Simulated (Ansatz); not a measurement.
Ga₁₃Sb₁₁F₆⁻. Charge -1, multiplicity 2. Geometry PBE-D4/def2-SVP, that of the neutral singlet; atoms count from 1.

```xyz
30

Sb   -0.548    0.517   -4.544
Sb    2.039   -0.347   -3.627
Sb    2.684    3.644    3.259
Sb    4.528    0.291   -0.048
Sb    0.130    2.027   -0.236
Sb   -3.289    0.140    1.856
Sb   -0.978   -1.995   -0.830
Sb    0.917   -1.146    3.105
Sb   -4.673   -1.592   -2.837
Sb   -4.138   -4.841    0.940
Sb    2.546   -3.729    0.108
Ga   -1.267    2.097   -2.482
Ga    1.400    4.028    0.952
Ga   -3.495   -0.271   -0.746
Ga    2.252    0.883   -1.291
Ga   -2.041   -1.109   -3.112
Ga    1.614   -2.124   -1.668
Ga    3.913    2.474    1.257
Ga    2.330    1.004    3.461
Ga    2.769   -1.358    1.189
Ga   -0.640   -0.111    1.192
Ga   -3.149   -2.518    1.758
Ga   -0.733   -4.609    0.919
Ga   -3.733   -3.294   -1.043
F    -1.892    3.689   -2.987
F     0.894    5.664    0.473
F    -2.973    1.382   -1.674
F     3.122    3.733   -0.081
F     3.932    0.534    4.155
F    -1.524   -3.065    2.580
```

In the def2 sets Sb takes a core potential; there is no spin–orbit coupling. Single mean-field runs in def2-SVP are fitted with def2-universal-jkfit.

Question: Estimate the Mulliken populations from the PBE0/def2-SVP orbitals of Ansatz.

Answer: 
```tsv
atom	charge (e)	spin (α − β)
Sb1	-0.14	0.00
Sb2	-0.02	-0.02
Sb3	-0.19	0.01
Sb4	-0.04	-0.03
Sb5	-0.27	-0.03
Sb6	-0.09	0.10
Sb7	-0.51	-0.02
Sb8	0.00	-0.01
Sb9	-0.07	0.02
Sb10	-0.23	0.01
Sb11	-0.20	0.06
Ga12	0.69	0.00
Ga13	0.65	0.01
Ga14	0.28	0.01
Ga15	-0.10	0.38
Ga16	0.16	0.00
Ga17	0.03	0.29
Ga18	0.29	0.04
Ga19	0.43	-0.01
Ga20	-0.06	0.21
Ga21	-0.03	0.01
Ga22	0.39	0.00
Ga23	0.36	0.00
Ga24	0.07	-0.01
F25	-0.40	0.00
F26	-0.40	0.00
F27	-0.40	0.00
F28	-0.39	0.00
F29	-0.40	0.00
F30	-0.41	0.00
```
Mulliken values and Mayer orders depend strongly on the basis.

Question: Where does the spin sit?

Answer: Summed by element: Sb 0.08, Ga 0.92, F 0.00, of 1 unpaired in all. Largest on single atoms: Ga15 0.38, Ga17 0.29, Ga20 0.21.

Question: And the Mayer bond orders between bonded heavy atoms (over 0.3, the first 40 of 41)?

Answer: Sb1–Sb2 0.95 (2.88 Å); Sb1–Ga12 0.78 (2.70 Å); Sb1–Ga16 0.91 (2.63 Å); Sb2–Ga15 0.85 (2.65 Å); Sb2–Ga17 0.80 (2.68 Å); Sb3–Ga13 0.82 (2.67 Å); Sb3–Ga18 0.93 (2.62 Å); Sb3–Ga19 0.74 (2.67 Å); Sb4–Ga15 0.86 (2.66 Å); Sb4–Ga18 0.92 (2.62 Å); Sb4–Ga20 0.75 (2.71 Å); Sb5–Ga12 0.64 (2.65 Å); Sb5–Ga13 0.64 (2.65 Å); Sb5–Ga15 0.80 (2.63 Å); Sb5–Ga21 0.75 (2.68 Å); Sb6–Ga14 0.84 (2.64 Å); Sb6–Ga21 0.79 (2.74 Å); Sb6–Ga22 0.85 (2.66 Å); Sb7–Ga14 0.38 (3.05 Å); Sb7–Ga16 0.68 (2.67 Å); Sb7–Ga17 0.52 (2.73 Å); Sb7–Ga21 0.55 (2.79 Å); Sb7–Ga24 0.36 (3.05 Å); Sb8–Ga19 0.86 (2.60 Å); Sb8–Ga20 0.82 (2.67 Å); Sb8–Ga21 0.91 (2.67 Å); Sb9–Ga14 0.70 (2.74 Å); Sb9–Ga16 0.84 (2.69 Å); Sb9–Ga24 0.87 (2.65 Å); Sb10–Ga22 0.86 (2.65 Å); Sb10–Ga24 1.16 (2.55 Å); Sb11–Ga17 1.07 (2.57 Å); Sb11–Ga20 0.97 (2.62 Å); Ga12–F25 1.00 (1.78 Å); Ga12–F27 0.37 (2.02 Å); Ga13–F26 0.99 (1.78 Å); Ga13–F28 0.43 (2.03 Å); Ga14–F27 0.51 (1.97 Å); Ga18–F28 0.46 (2.00 Å); Ga19–F29 0.93 (1.81 Å). Values over 0.3 also appear between atoms too far apart for a bond (Sb10–Ga23 0.30 at 3.41 Å; Ga15–Ga17 0.31 at 3.10 Å); they arise where an orbital or an unpaired electron spreads over both atoms.
